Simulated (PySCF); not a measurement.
## One molecule, many functionals

C₂H₂N₂Si.
SMILES: `N#C[SiH2]C#N`

Linear-response calculations in the def2-SVPD basis (PySCF; singlets by full response, triplets Tamm–Dancoff, core orbitals frozen in the response; HF means time-dependent Hartree–Fock). 'Strongest' is the level of largest summed f among the singlets computed (6 and 10 roots, of which the last may lack a degenerate partner); it can jump between rows when another state enters that window. S1 is the lowest singlet of each run and needn't be the same state throughout; f(S1) is that of one state. Geometry: PBE0-D3(BJ)/def2-SVP; no solvent, vibrations or thermal averaging.

```tsv
functional	kind	S1 (eV)	f(S1)	strongest (eV)	T1 (eV)	HOMO (eV)	gap (eV)	ionisation energy, ΔSCF (eV)
LDA	LDA	6.36	0.004	6.75	5.80	-9.15	6.26	12.10
PBE	GGA	6.43	0.004	6.68	5.66	-8.99	6.35	12.08
B3LYP	global hybrid, 20% exact exchange	6.74	0.002	7.04	5.66	-10.08	8.20	12.32
PBE0	global hybrid, 25% exact exchange	6.78	0.002	7.15	5.58	-10.32	8.65	12.38
BHandHLYP	global hybrid, 50% exact exchange	6.69	0.001	8.44	5.46	-11.53	10.93	12.69
CAM-B3LYP	range-separated hybrid	6.85	0.001	7.22	not run	-11.72	11.21	not run
wB97X-D	range-separated hybrid	6.87	0.001	8.22	5.76	-12.23	12.36	12.70
LC-wPBE	range-separated hybrid	6.98	0.001	8.47	5.65	-13.17	13.82	13.19
HF	Hartree–Fock	6.10	0.000	9.07	4.75	-13.41	15.14	not settled
```

S1 runs from 6.10 eV (HF) to 6.98 eV (LC-wPBE), a spread of 0.89 eV, while the orbital gap spreads over 8.9 eV. −ε(HOMO) comes closest to its own ΔSCF ionisation energy with LC-wPBE (-0.02 eV) and misses most with PBE (-3.09 eV). 'Not settled' means that the ion's SCF failed to converge or may have ended in another state than the lowest.
